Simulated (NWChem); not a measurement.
System: CH$_{5}$FOSi; SMILES CO[SiH2]F

```xyz
9

Si    -0.5257     0.6355    -0.1225
F      0.7780     1.5557     0.1162
O     -0.3066    -0.8860     0.4568
C      0.5097    -1.8673    -0.1729
H     -0.7579     0.5936    -1.5900
H     -1.6525     1.2117     0.6385
H      1.5565    -1.7531     0.1323
H      0.1575    -2.8544     0.1396
H      0.4500    -1.8036    -1.2683
```
Atoms are numbered in this order, from 1.

Geometry: optimised at B3LYP/6-31G* (spherical d).

Problem. List the 4 lowest vertical singlet excitations and the 4 lowest triplet ones from Hartree-Fock/6-31+G* (spherical d), CIS (NWChem).

Solution. 
```tsv
state	energy (eV)	oscillator strength	leading excitation (squared amplitude)
S1	9.66	0.005	HOMO → LUMO (0.22)
S2	9.76	0.000	HOMO → LUMO+1 (0.22)
S3	9.97	0.006	HOMO−1 → LUMO+2 (0.15)
S4	10.11	0.116	HOMO → LUMO (0.40)
T1	9.09	spin-forbidden	HOMO → LUMO (0.16)
T2	9.20	spin-forbidden	HOMO → LUMO+2 (0.12)
T3	9.30	spin-forbidden	HOMO → LUMO+1 (0.12)
T4	9.40	spin-forbidden	HOMO−1 → LUMO+2 (0.22)
```
